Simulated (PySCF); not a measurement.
From one molecule to another.

First species: C₆H₁₁ClOSi.
InChI=1S/C6H11ClOSi/c1-8-3-5-2-6(5)9-4-7/h2,5H,3-4,9H2,1H3/t5-/m0/s1

Second species: C3H10F2N2Si2.
InChI=1S/C3H10F2N2Si2/c1-7-2-3(4,5)8-9-6/h2H,6,8-9H2,1H3/b7-2+

Levels: PBE0/pcSseg-1 for dipole moment, HOMO energy, LUMO energy and HOMO–LUMO gap; GFN2-xTB for rotational constant A and rotational constant C. Geometries: GFN2-xTB. All species are isolated and taken at one optimised geometry, non-relativistic unless stated. Electronic properties by PySCF.

The conformers computed, where there is a choice (atom-mapped SMILES and torsion angles):
- `[CH3:1][O:2][CH2:3][C@@H:4]1[CH:5]=[C:6]1[SiH2:7][CH2:8][Cl:9]`: C1–O2–C3–C4 180°, O2–C3–C4–C5 131°, C5–C6–Si7–C8 -132°, C6–Si7–C8–Cl9 -173°
- `[CH3:1]/[N:2]=[CH:3]/[C:4]([F:5])([F:6])[SiH2:7][SiH2:8][NH2:9]`: N2–C3–C4–F5 112°, C3–C4–Si7–Si8 71°, C4–Si7–Si8–N9 169°, H–N9–Si8–Si7 48°, H–N9–Si8–Si7 -173°

```csv
property,column X,column Y
dipole moment,3.88 D,3.48 D
HOMO energy,-7.23 eV,-7.46 eV
LUMO energy,-0.98 eV,-0.86 eV
HOMO–LUMO gap,6.25 eV,6.60 eV
rotational constant A,1.382 GHz,1.408 GHz
rotational constant C,0.593 GHz,0.478 GHz
```

(1) Which column belongs to which species?

(2) How does each property change from the first species to the second?

Results:

(1) Column X is the second species and column Y the first. The first has 20 atoms and 86 electrons, the second 19 and 88.

(2) dipole moment +0.40 D; HOMO energy +0.23 eV; LUMO energy -0.12 eV; HOMO–LUMO gap -0.35 eV; rotational constant A -0.026 GHz; rotational constant C +0.115 GHz.

On the first: A dipole of 3.48 D is allowed in C1, and pure rotational transitions are dipole-allowed. The dipole equals about 11.6 × 10⁻³⁰ C·m (1 D = 3.33564 × 10⁻³⁰ C·m).

On the second: The dipole matches unit charges of opposite sign 0.81 Å apart (1 e·Å = 4.8032 D).
